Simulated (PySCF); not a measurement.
```xyz
3
charge 0 multiplicity 2, angstrom
Tl   -0.0479    0.0000   -0.6200
S    -0.8502    0.0000    2.0646
S     1.1573    0.0000    1.9095
```

These are results of UPBE0 in PySCF with Tl def2-SVP with ECP60, S def2-SVP; scalar-relativistic core potentials, no spin–orbit coupling; density-fitted integrals, not measurements.

This geometry of TlS2 is a stationary point at this level.

(1) What is the point group?

(2) Is it a minimum?

(3) Which band is strongest in the infrared?

(4) What are the dipole moment and the gap between the highest occupied and lowest empty levels of either spin?

(5) Give the ideal-gas entropy at 298.15 K and 1 bar by parts.

## Answers

(1) C2v.

(2) Yes: all harmonic wavenumbers are real.

(3) 202 cm⁻¹ (a1), 31 km/mol.

(4) 3.73 D and 2.82 eV.

(5) translation 178.6, rotation 109.1, vibration 20.8, spin 5.8; total 314.3 J/(mol K).

Other isomers or separated fragments may lie lower. Spin–orbit coupling, left out here, can matter for elements this heavy.
